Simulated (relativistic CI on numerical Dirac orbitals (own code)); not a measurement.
A reference radial Dirac CI calculation of Ta III gave the lowest total energy -15588.38458 Ha in 27 SCF steps, from this input:

```
atom Ta  Z=73  charge=2  electrons=71
nucleus A=181  rms_radius_fm=5.3507
hamiltonian dirac-coulomb  breit=on  qed=on  c_scale=1
orbitals kli  potential=per-configuration
slater_scale 1
correlation none
mixing on
grid step=0.0125 r_max=86.5
scf mixing=0.4 start=green max_iterations=150 tolerance=2e-08 node_fill=0.05
configurations
  [Xe] 4f14 5d3
  [Xe] 4f14 5d 6s2
end
```

One setting was then changed (and the iteration limit cut to 61), and the output read:

```
SCF 1: [Xe] 4f14 5d3
 iter      energy (Ha)   residual   last orbital (Ha)
    1    -15572.340241   4.24e+00     -2.42816
    2    -15614.521725   8.04e-01     -0.97848
    3    -15613.819152   3.46e-01     -0.73760
    4    -15614.891726   2.42e-01     -0.68832
    5    -15613.877577   1.03e-01     -0.65247
    6    -15614.191143   2.87e-02     -0.67907
    7    -15614.194728   2.39e-02     -0.67334
    8    -15614.140060   3.90e-04     -0.66938
    9    -15614.144628   1.58e-03     -0.66966
   10    -15614.141213   9.36e-05     -0.66920
   11    -15614.141330   7.94e-06     -0.66925
   12    -15614.141359   6.36e-07     -0.66925
   13    -15614.141360   1.53e-07     -0.66925
   14    -15614.141360   1.11e-07     -0.66925
   15    -15614.141360   5.69e-09     -0.66925
SCF 2: [Xe] 4f14 5d 6s2
 iter      energy (Ha)   residual   last orbital (Ha)
    1    -15575.572318   4.10e+00     -1.42267
    2    -15614.659725   8.32e-01     -0.91300
    3    -15613.583307   3.28e-01     -0.77853
    4    -15614.042175   2.83e-01     -0.79015
    5    -15613.148960   2.75e-01     -0.83069
    6    -15613.703352   1.24e-01     -0.83584
    7    -15614.048835   4.66e-03     -0.84870
    8    -15614.053522   3.03e-03     -0.84978
    9    -15614.059966   7.22e-05     -0.85166
   10    -15614.060663   2.47e-04     -0.85165
   11    -15614.060016   1.06e-05     -0.85166
   12    -15614.059967   5.14e-06     -0.85166
   13    -15614.059979   1.76e-07     -0.85166
   14    -15614.059980   5.14e-08     -0.85166
   15    -15614.059979   1.05e-08     -0.85166
orbital energies (Ha): 4d5/2 -8.0720  4f5/2 -1.2271  4f7/2 -1.1623  5s -3.0818  5p1/2 -2.1090  5p3/2 -1.8060  5d3/2 -0.6871  5d5/2 -0.6692
configuration averages (Ha): Dirac-Coulomb, Breit, QED
  5d3                         -15614.141360   16.157770   11.059388
  5d 6s2                      -15614.059979   16.158726   11.060787
levels: no., configuration, term, J, E (cm-1), weight
   1 5d3                    4F   3/2              0.0  0.87
   2 5d3                    4F   5/2           3346.4  0.96
   3 5d3                    4F   7/2           6370.5  0.91
   4 5d3                    4F   9/2           8704.2  0.70
   5 5d3                    4P   3/2          10131.7  0.47
   6 5d3                    4P   1/2          11637.4  0.76
   7 5d3                    2G   7/2          14359.4  0.89
   8 5d3                    2H   9/2          14859.5  0.58
   9 5d3                    4P   5/2          15844.8  0.86
  10 5d3                    2D   3/2          16816.3  0.46
  11 5d3                    2P   1/2          19035.6  0.76
  12 5d3                    2H   11/2         20224.0  1.00
  13 5d3                    2D   5/2          21499.0  0.79
  14 5d3                    2G   9/2          22502.3  0.56
lowest total energy -15587.007136 Ha
end: converged
```

(1) Which setting was changed?
A. configuration list
B. QED terms
C. Breit term
D. node fill of the KLI weights

Results:

(1) D. The node fill of the KLI weights 50. This setting is bad on purpose; its numbers may not be properties of the ion.
